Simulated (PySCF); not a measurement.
Si(H)2(Cl)(Vi), SMILES Cl[SiH2]C=C (C₂H₅ClSi), singlet, PBE0/def2-SVP optimised geometry.

```
9

Si    -1.56    -0.32     0.00
Cl    -2.28    -1.24    -1.72
C      0.30    -0.32     0.00
C      1.01    -0.93     0.95
H     -2.05    -1.07     1.19
H     -2.11     1.07     0.00
H      0.83     0.22    -0.80
H      2.11    -0.92     0.95
H      0.54    -1.48     1.77
```

Density from PBE0/def2-TZVP in PySCF at that geometry.

Minimum of the electron density along straight lines between bonded atoms, close to the bond critical point (lines longer than 1.1 times the sum of covalent radii, or with two minima, are not listed):

```json
[
 {"bond": "Si1–Cl2", "length / Å": "2.077", "ρ at the minimum / e bohr⁻³": "[?]", "∇²ρ there / e bohr⁻⁵": "0.21", "position (fraction from the first atom)": "0.36"},
 {"bond": "Si1–C3", "length / Å": "1.859", "ρ at the minimum / e bohr⁻³": "0.125", "∇²ρ there / e bohr⁻⁵": "0.21", "position (fraction from the first atom)": "0.39"},
 {"bond": "C3–C4", "length / Å": "1.338", "ρ at the minimum / e bohr⁻³": "[?]", "∇²ρ there / e bohr⁻⁵": "[?]", "position (fraction from the first atom)": "0.49"},
 {"bond": "Si1–H5", "length / Å": "1.490", "ρ at the minimum / e bohr⁻³": "0.122", "∇²ρ there / e bohr⁻⁵": "0.14", "position (fraction from the first atom)": "0.49"},
 {"bond": "Si1–H6", "length / Å": "1.491", "ρ at the minimum / e bohr⁻³": "0.122", "∇²ρ there / e bohr⁻⁵": "0.14", "position (fraction from the first atom)": "0.49"},
 {"bond": "C3–H7", "length / Å": "1.098", "ρ at the minimum / e bohr⁻³": "0.274", "∇²ρ there / e bohr⁻⁵": "-0.94", "position (fraction from the first atom)": "0.65"},
 {"bond": "C4–H8", "length / Å": "1.096", "ρ at the minimum / e bohr⁻³": "0.278", "∇²ρ there / e bohr⁻⁵": "-0.97", "position (fraction from the first atom)": "0.65"},
 {"bond": "C4–H9", "length / Å": "1.096", "ρ at the minimum / e bohr⁻³": "0.278", "∇²ρ there / e bohr⁻⁵": "-0.97", "position (fraction from the first atom)": "0.65"}
]
```

Task: What belongs in the gaps?

Result: 
- Si1–Cl2, ρ at the minimum / e bohr⁻³: 0.095
- C3–C4, ρ at the minimum / e bohr⁻³: 0.345
- C3–C4, ∇²ρ there / e bohr⁻⁵: -1.04
